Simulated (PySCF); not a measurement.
Members of one series of related molecules.

All values: PBE0/pcSseg-1 (PySCF) at GFN2-xTB geometries, gas phase, one conformer each.

(1) Rank by the highest Hirshfeld charge on any atom, lowest value first.
A. `[SiH3]O[SiH2][Si@]1([SiH3])[SiH2]CS1`
B. `[SiH3][Si]1([SiH3])SC[SiH2]1`
C. `[SiH3][Si@]1([SiH2]CS1)[SiH2]O`
D. `N[SiH2][Si@@]1([SiH3])[SiH2]CS1`

(2) Rank by HOMO energy, highest first.
A. `C[SiH2][Si@@]1([SiH3])[SiH2]CS1`
B. `O=C[SiH2][Si@]1([SiH3])[SiH2]CS1`
C. `N#CC[SiH2][Si@@]1([SiH3])[SiH2]CS1`

(3) Rank by LUMO energy, lowest first.
A. `[SiH2]1[Si@@]([SiH3])(SC1)[SiH2]C`
B. `[SiH2]1[Si@@]([SiH2]O)(SC1)[SiH3]`
C. `N#CC[SiH2][Si@@]1(SC[SiH2]1)[SiH3]`
D. `[SiH3][Si@@]1([SiH2]S)[SiH2]CS1`
E. `O=C[SiH2][Si@]1([SiH3])[SiH2]CS1`

## Answers

(1) B (+0.260 e), D (+0.277 e), C (+0.307 e), A (+0.392 e).

(2) B (-6.37 eV), A (-6.49 eV), C (-6.62 eV).

(3) E (-1.84 eV), D (-1.64 eV), C (-1.38 eV), B (-1.23 eV), A (-1.08 eV).

All values together:

| SMILES | change | formula | μ (D) | HOMO (eV) | LUMO (eV) | lowest IAO charge (e) | highest IAO charge (e) | lowest Hirshfeld charge (e) | highest Hirshfeld charge (e) |
| --- | --- | --- | --- | --- | --- | --- | --- | --- | --- |
| [SiH3][Si]1([SiH3])[SiH2]CS1 | parent | CH10SSi4 | 1.83 | -6.54 | -1.16 | -0.609 (C) | +0.498 (Si) | -0.167 (C) | +0.260 (Si) |
| FC(F)[SiH2][Si@@]1([SiH3])[SiH2]CS1 | H on Si replaced by CHF2 | C2H10F2SSi4 | 1.41 | -6.58 | -1.35 | -0.611 (C) | +0.511 (Si) | -0.167 (C) | +0.268 (Si) |
| N#CC[SiH2][Si@@]1([SiH3])[SiH2]CS1 | H on Si replaced by CH2CN | C3H11NSSi4 | 1.81 | -6.62 | -1.38 | -0.613 (C) | +0.525 (Si) | -0.232 (N) | +0.271 (Si) |
| O=C[SiH2][Si@]1([SiH3])[SiH2]CS1 | H on Si replaced by CHO | C2H10OSSi4 | 2.06 | -6.37 | -1.84 | -0.611 (C) | +0.511 (Si) | -0.180 (O) | +0.265 (Si) |
| C[SiH2][Si@@]1([SiH3])[SiH2]CS1 | H on Si replaced by CH3 | C2H12SSi4 | 1.92 | -6.49 | -1.08 | -0.698 (C) | +0.494 (Si) | -0.208 (C) | +0.258 (Si) |
| [SiH3][Si@@]1([SiH2]S)[SiH2]CS1 | H on Si replaced by SH | CH10S2Si4 | 1.30 | -6.66 | -1.64 | -0.611 (C) | +0.509 (Si) | -0.167 (S/C) | +0.268 (Si) |
| [SiH3]O[SiH2][Si@]1([SiH3])[SiH2]CS1 | H on Si replaced by OSiH3 | CH12OSSi5 | 1.94 | -6.47 | -1.36 | -0.901 (O) | +0.887 (Si) | -0.304 (O) | +0.392 (Si) |
| CO[SiH2][Si@@]1([SiH3])[SiH2]CS1 | H on Si replaced by OCH3 | C2H12OSSi4 | 2.52 | -6.40 | -1.17 | -0.649 (O) | +0.749 (Si) | -0.223 (O) | +0.303 (Si) |
| [SiH3][Si@]1([SiH2]P)[SiH2]CS1 | H on Si replaced by PH2 | CH11PSSi4 | 2.21 | -6.56 | -1.39 | -0.610 (C) | +0.500 (Si) | -0.167 (C) | +0.261 (Si) |
| N[SiH2][Si@@]1([SiH3])[SiH2]CS1 | H on Si replaced by NH2 | CH11NSSi4 | 2.93 | -6.40 | -1.27 | -0.846 (N) | +0.649 (Si) | -0.320 (N) | +0.277 (Si) |
| C=C[SiH2][Si@]1([SiH3])[SiH2]CS1 | H on Si replaced by vinyl | C3H12SSi4 | 2.12 | -6.43 | -1.26 | -0.609 (C) | +0.496 (Si) | -0.167 (C) | +0.258 (Si) |
| O[SiH2][Si@]1([SiH3])[SiH2]CS1 | H on Si replaced by OH | CH10OSSi4 | 2.43 | -6.42 | -1.23 | -0.806 (O) | +0.763 (Si) | -0.308 (O) | +0.307 (Si) |

Conformers: `[F:1][CH:2]([F:3])[SiH2:4][Si@@:5]1([SiH3:6])[SiH2:7][CH2:8][S:9]1` with F1–C2–Si4–Si5 60°, C2–Si4–Si5–Si6 -61°; `[N:1]#[C:2][CH2:3][SiH2:4][Si@@:5]1([SiH3:6])[SiH2:7][CH2:8][S:9]1` with C2–C3–Si4–Si5 -41°, C3–Si4–Si5–Si6 -51°; `[O:1]=[CH:2][SiH2:3][Si@:4]1([SiH3:5])[SiH2:6][CH2:7][S:8]1` with O1–C2–Si3–Si4 4°, C2–Si3–Si4–Si5 67°; `[CH3:1][SiH2:2][Si@@:3]1([SiH3:4])[SiH2:5][CH2:6][S:7]1` with C1–Si2–Si3–Si4 177°; `[SiH3:1][Si@@:2]1([SiH2:3][SH:4])[SiH2:5][CH2:6][S:7]1` with Si1–Si2–Si3–S4 56°, Si2–Si3–S4–H -179°; `[SiH3:1][O:2][SiH2:3][Si@:4]1([SiH3:5])[SiH2:6][CH2:7][S:8]1` with Si1–O2–Si3–Si4 180°, O2–Si3–Si4–Si5 47°; `[CH3:1][O:2][SiH2:3][Si@@:4]1([SiH3:5])[SiH2:6][CH2:7][S:8]1` with C1–O2–Si3–Si4 180°, O2–Si3–Si4–Si5 -46°, Si3–Si4–Si6–C7 113°, Si4–Si6–C7–S8 -7°, Si6–C7–S8–Si4 8°, Si3–Si4–S8–C7 -124°; `[SiH3:1][Si@:2]1([SiH2:3][PH2:4])[SiH2:5][CH2:6][S:7]1` with Si1–Si2–Si3–P4 -42°, Si2–Si3–P4–H -71° and -164°; `[NH2:1][SiH2:2][Si@@:3]1([SiH3:4])[SiH2:5][CH2:6][S:7]1` with H–N1–Si2–Si3 -58° and 167°, N1–Si2–Si3–Si4 -52°; `[CH2:1]=[CH:2][SiH2:3][Si@:4]1([SiH3:5])[SiH2:6][CH2:7][S:8]1` with C1–C2–Si3–Si4 -111°, C2–Si3–Si4–Si5 62°; `[OH:1][SiH2:2][Si@:3]1([SiH3:4])[SiH2:5][CH2:6][S:7]1` with H–O1–Si2–Si3 180°, O1–Si2–Si3–Si4 50°.

Q: Give the shifts from the parent, `[SiH3][Si]1([SiH3])[SiH2]CS1`.

A: 
| SMILES | change in μ (D) | change in HOMO (eV) | change in LUMO (eV) |
| --- | --- | --- | --- |
| FC(F)[SiH2][Si@@]1([SiH3])[SiH2]CS1 | -0.42 | -0.04 | -0.19 |
| N#CC[SiH2][Si@@]1([SiH3])[SiH2]CS1 | -0.02 | -0.08 | -0.22 |
| O=C[SiH2][Si@]1([SiH3])[SiH2]CS1 | +0.23 | +0.17 | -0.68 |
| C[SiH2][Si@@]1([SiH3])[SiH2]CS1 | +0.09 | +0.05 | +0.08 |
| [SiH3][Si@@]1([SiH2]S)[SiH2]CS1 | -0.53 | -0.12 | -0.48 |
| [SiH3]O[SiH2][Si@]1([SiH3])[SiH2]CS1 | +0.11 | +0.07 | -0.20 |
| CO[SiH2][Si@@]1([SiH3])[SiH2]CS1 | +0.69 | +0.14 | -0.01 |
| [SiH3][Si@]1([SiH2]P)[SiH2]CS1 | +0.38 | -0.02 | -0.23 |
| N[SiH2][Si@@]1([SiH3])[SiH2]CS1 | +1.10 | +0.14 | -0.11 |
| C=C[SiH2][Si@]1([SiH3])[SiH2]CS1 | +0.29 | +0.11 | -0.10 |
| O[SiH2][Si@]1([SiH3])[SiH2]CS1 | +0.60 | +0.12 | -0.07 |
